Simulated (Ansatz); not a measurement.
Reaction (cleavage of the Ge–Si bond): `[NH2][GeH2][SiH2]Cl` + `FCS` → `[NH2][GeH2][S]CF` + `[SiH3]Cl`

Program: Ansatz. Geometries: PBE0-D4/def2-TZVP. ΔE: electronic, gas phase. CCSD(T)/CBS adds triple-zeta CCSD(T) − MP2 to the extrapolated MP2 energy (def2 sets, frozen cores). This one scheme is used for every species. DFT in def2-TZVPP. For Ge outer-core shells are correlated without core-valence functions, which leaves a few kJ/mol of doubt a bond. Scalar relativity is left out up to krypton. One conformer a species, not always the lowest.

`[NH2][GeH2][SiH2]Cl`:

Z-matrix (Å, degrees):
```
Ge
Si 1 2.383
N 1 1.845 2 107.4
H 1 1.537 2 111.4 3 -116.3
H 1 1.553 2 109.0 3 124.3
Cl 2 2.060 1 110.2 3 65.8
H 2 1.485 1 111.1 3 -174.5
H 2 1.486 1 110.9 3 -53.4
H 3 1.011 1 114.0 2 64.8
H 3 1.011 1 113.6 2 -170.5
```

`FCS`:

Z-matrix (Å, degrees):
```
C
S 1 1.789
F 1 1.375 2 113.1
H 1 1.090 2 110.8 3 121.5
H 1 1.092 2 106.3 3 -118.9
H 2 1.342 1 96.6 3 -76.4
```

`[NH2][GeH2][S]CF`:

Cartesian coordinates in Å:
```
N -0.943 -1.750 0.615
Ge -0.798 0.029 1.017
S -0.547 1.399 -0.742
C 1.180 1.048 -1.081
F 1.381 -0.243 -1.531
H -1.785 -1.981 0.103
H -0.152 -2.099 0.090
H 0.466 0.206 1.873
H -2.094 0.471 1.705
H 1.790 1.182 -0.185
H 1.502 1.737 -1.864
```

`[SiH3]Cl`:

Cartesian coordinates in Å:
```
Si -0.069 0.070 -0.083
Cl 1.037 -1.043 1.243
H -1.477 0.084 0.375
H 0.032 -0.556 -1.421
H 0.478 1.445 -0.113
```

```json
{"level": "PBE-D4", "ΔE (kcal/mol)": "-10.5"}
{"level": "PBE", "ΔE (kcal/mol)": "-10.2"}
{"level": "HF/def2-QZVPP", "ΔE (kcal/mol)": "-13.4"}
{"level": "SCS-MP2/def2-QZVPP", "ΔE (kcal/mol)": "-13.8"}
```

Q: What does CCSD(T)/CBS give? (An estimate is asked.)

A: Computed: -12.2 kcal/mol. The listed levels differ from it by 1.7, 2.0, -1.2, -1.6 kcal/mol.

Largest T1 diagnostic among the species: 0.012.
